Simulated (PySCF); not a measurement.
**Correlation energy of B⁺ (boron, charge +1)**

[He] 2s1 3s1, high-spin 3S determinant (an excited configuration). All numbers are calculated (PySCF 2.14, the non-relativistic Hamiltonian (point nucleus), in aug-cc-pwCVDZ (5s4p2d, 27 functions)). Frozen: 1s2; 2 electrons correlated.

With two correlated electrons CCSD is exact within the correlated space (frozen core and kept virtual orbitals).

```tsv
level	correlation energy (mhartree)
CCSD	-7.92
```

Diagnostics: T1 = 0.010, D1 = 0.0204, largest double amplitude 0.073.

Question: Is a single reference adequate?

Answer: Mostly. T1 lies below 0.03, but a double amplitude of this size points to a near-degeneracy that CCSD handles and MP2 describes poorly.
